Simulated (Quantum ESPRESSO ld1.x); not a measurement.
Values are calculated unless marked as measured or tabulated.
Question: The mean radii <r> (bohr) of the occupied orbitals of an atom or ion are listed with their occupations. Code: ld1.x of Quantum ESPRESSO 7.5. Model: scalar-relativistic Kohn-Sham, LDA (Slater exchange, VWN5 correlation), spin-unpolarised, spherical densities, point nucleus.

| orbital | occ. | <r> |
|---|---|---|
| 1s | 2 | 0.03711 |
| 2s | 2 | 0.1628 |
| 2p | 6 | 0.1418 |
| 3s | 2 | 0.4592 |
| 3p | 6 | 0.4626 |
| 3d | 10 | 0.4523 |
| 4s | 2 | 1.189 |
| 4p | 6 | 1.316 |
| 7p | 1 | 9.250 |

Name the element and its charge.

Answer: Z = 40, zirconium, charge +3: Zr3+ in [Kr] 7p1. The 1s radius gives Z: for a bare nucleus <r> = (2 gamma + 1)/(2Z) with gamma = sqrt(1 - (Z/c)^2), 0.03641 bohr for Z = 40, and screening makes it slightly larger (0.03711 here). The occupations add up to 37, and the charge is Z minus that.
